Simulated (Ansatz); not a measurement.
PBE exchange is replaced step by step with exact exchange (0 % is PBE, 25 % PBE0; no dispersion term), basis def2-TZVP, Ansatz. System: CaTe2. Total charge 0; singlet. Geometry: r2SCAN-D4/def2-TZVP, each spin state at its own.

Geometry of the singlet:

```tsv
atom	x (Å)	y (Å)	z (Å)
Ca1	1.2845	-0.2079	-0.9690
Te2	-0.8011	-1.3024	0.5755
Te3	-0.4833	1.5103	0.3935
```

In the def2 sets Te takes a core potential; there is no spin–orbit coupling. The structure comes from a short search, and lower isomers may exist.

```csv
exact exchange (%),HOMO (eV),LUMO (eV),gap (eV),triplet − singlet (kJ/mol),quintet − singlet (kJ/mol)
0,-3.78,-2.95,0.83,72.1,251.4
5,-3.94,-2.86,1.07,70.7,253.3
10,-4.09,-2.78,1.32,69.4,255.4
15,-4.26,-2.69,1.57,68.1,257.5
35,-4.92,-2.33,2.58,65.0,265.4
50,-5.43,-2.07,3.36,64.0,263.8
```

Problem. Estimate the row for 25 %.

Solution. 
```
exact exchange (%)  HOMO (eV)  LUMO (eV)  gap (eV)  triplet − singlet (kJ/mol)  quintet − singlet (kJ/mol)
                25      -4.58      -2.51      2.07                        66.2                       262.3
```
